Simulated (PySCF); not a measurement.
# Telling isomers of C$_{6}$H$_{7}$BN$_{2}$ apart by NMR

Method: PBE0-D3(BJ)/def2-SVP structure, J couplings at B3LYP/pcJ-1 (spin–dipole term left out of most H,H and C,H couplings), GIAO PBE0/pcSseg-1 shieldings, in PySCF (no solvent model, one conformer, no relativistic terms, fast rotation and ring inversion assumed for equivalent nuclei).

δ = σ(ref) − σ, references computed at the same level: $^{1}$H (σ = 31.27 ppm), $^{13}$C (σ = 184.41 ppm) vs TMS. Multiplet labels drop J under 1 Hz and among equivalent protons, and merge close values. Unscaled 3J(H,H) run several per cent high. Couplings to H on boron are left out. Carbons bonded to boron are broad in practice. Shifts are as computed. Against solution values, carbons near 30 ppm lie about +2 ppm off and those near 130 ppm about +5 ppm. Of 1313 compounds with measured shifts, 239 miss one by over three times the rms of a fit or turn the order of signals round; such compounds aren't used in these exercises. OH and NH positions are gas-phase values without hydrogen bonding to other molecules.

(1) Tabulate the signals of `C=CC#CB(C#N)NC`, `[BH3-][n+]1ccccc1C#N` and their relative energies.

(2) What is the quickest way to tell C=CC#CB(C#N)NC from [BH3-][n+]1ccccc1C#N?

Results:

(1) 
```tsv
SMILES	carbon types	δC	δH	E rel. (kcal/mol)
C=CC#CB(C#N)NC	3×C 1×CH 1×CH2 1×CH3	142.7, 128.6, 125.9, 115.9, 100.4, 34.0	6.20 (m, 1H), 6.18 (m, 1H), 6.06 (m, 1H), 4.40 (br s, 1H), 3.09 (s, 3H)	0.0
[BH3-][n+]1ccccc1C#N	2×C 4×CH	156.8, 142.5, 138.5, 137.2, 129.9, 119.4	9.01 (d of quint, 1H), 7.82 (m, 1H), 7.75 (m, 1H), 7.37 (m, 1H), 3.42 (br, 3H)	3.0
```

Energies are electronic energies at PBE0/pcSseg-1 on these geometries, without zero-point or thermal terms, each for the one conformer computed, which needn't be the lowest.

(2) Both give the same number of carbon signals, but DEPT or the intensities differ. The first has a terminal =CH2 carbon at 142.7 ppm, the second an aromatic CH next to a ring nitrogen at 156.8 ppm. In the proton spectra the most deshielded non-exchanging signals are 6.20 (m, 1H) and 9.01 (d of quint, J = 6.9, 1.3 Hz, 1H).
